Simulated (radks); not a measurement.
Values are calculated unless marked as measured or tabulated.
The gadolinium anion Gd- inside a hard spherical wall (all orbitals vanish at R), configuration held at [Xe] 4f7 5d2 6s2 and not refilled when levels cross. Level of theory: scalar-relativistic Kohn-Sham, PBE, spin-polarised, spherical densities, finite nucleus; open shells are filled with parallel spins first (spin-orbit coupling, left out, can overturn this in heavy ions); Fermi nuclear charge, rms radius 5.1569 fm (a radial shooting solver on a logarithmic mesh with Libxc functionals). Eigenvalues in eV for spin up, with the zero of energy where the potential of the charges vanishes at infinity; a dash marks a level that is unbound or too diffuse for the functional's potential to be trusted. A positive occupied level is held by the wall or, in an anion where self-interaction has pushed it up, behind a barrier. The pressure on the wall is -dE/dV.

[
 {"R (bohr)": "20", "E (hartree)": "-11270.6288", "kinetic (hartree)": "12100.461", "e(5p)": "-22.758", "e(4f)": "-4.937", "e(6s)": "-0.176", "e(6p, empty)": "1.696", "e(5d)": "1.760", "e(7s, empty)": "1.882", "pressure (GPa)": "0.00160"},
 {"R (bohr)": "15", "E (hartree)": "-11270.6266", "kinetic (hartree)": "12100.463", "e(5p)": "-22.427", "e(4f)": "-4.601", "e(6s)": "0.040", "e(6p, empty)": "2.042", "e(5d)": "2.034", "e(7s, empty)": "2.821", "pressure (GPa)": "0.00865"},
 {"R (bohr)": "8", "E (hartree)": "-11270.5671", "kinetic (hartree)": "12100.697", "e(5p)": "-20.034", "e(4f)": "-2.171", "e(6s)": "1.775", "e(6p, empty)": "4.690", "e(5d)": "4.072", "e(7s, empty)": "10.671", "pressure (GPa)": "1.42"},
 {"R (bohr)": "4", "E (hartree)": "-11269.2415", "kinetic (hartree)": "12105.033", "e(5p)": "-8.896", "e(4f)": "10.171", "e(6s)": "19.607", "e(6p, empty)": "29.339", "e(5d)": "16.351", "e(7s, empty)": "70.914", "pressure (GPa)": "215"},
 {"R (bohr)": "3.5", "E (hartree)": "-11268.1752", "kinetic (hartree)": "12108.707", "e(5p)": "-4.254", "e(4f)": "15.710", "e(6s)": "31.178", "e(6p, empty)": "44.080", "e(5d)": "22.471", "e(7s, empty)": "103.15", "pressure (GPa)": "575"},
 {"R (bohr)": "2", "E (hartree)": "-11243.5916", "kinetic (hartree)": "12187.306", "e(5p)": "60.846", "e(4f)": "78.241", "e(6s)": "212.90", "e(6p, empty)": "247.90", "e(5d)": "107.69", "e(7s, empty)": "493.93", "pressure (GPa)": "32800"},
 {"R (bohr)": "1.5", "E (hartree)": "-11184.1425", "kinetic (hartree)": "12359.885", "e(5p)": "189.84", "e(4f)": "161.72", "e(6s)": "529.35", "e(6p, empty)": "581.17", "e(5d)": "261.11", "e(7s, empty)": "1079.8", "pressure (GPa)": "237000"}
]
